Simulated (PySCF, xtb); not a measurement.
C2H6ClFSi, SMILES F[Si@H](CC)Cl. Other conformers were not sampled.

Harmonic wavenumbers (cm⁻¹) from GFN2-xTB (xtb 6.7.1) at its own minimum, in rising order: 44, 129, 155, 192, 244, 358, 499, 620, 642, 719, 743, 816, 987, 1024, 1068, 1238, 1296, 1419, 1478, 1504, 1508, 2359, 2974, 2991, 3024, 3035, 3040.

Problem. What does PBE-D3(BJ)/def2-SVP run with PySCF give at its own minimum? (An estimate is asked for; the answer gives what the named calculation found.)

Solution. 63, 140, 161, 235, 259, 396, 520, 633, 662, 789, 797, 879, 946, 956, 1029, 1203, 1217, 1344, 1372, 1426, 1430, 2205, 2966, 2976, 3018, 3064, 3068. Paired by order, the mean absolute difference is 45 cm⁻¹ and the zero-point energies are 48.8 and 48.3 kcal/mol.
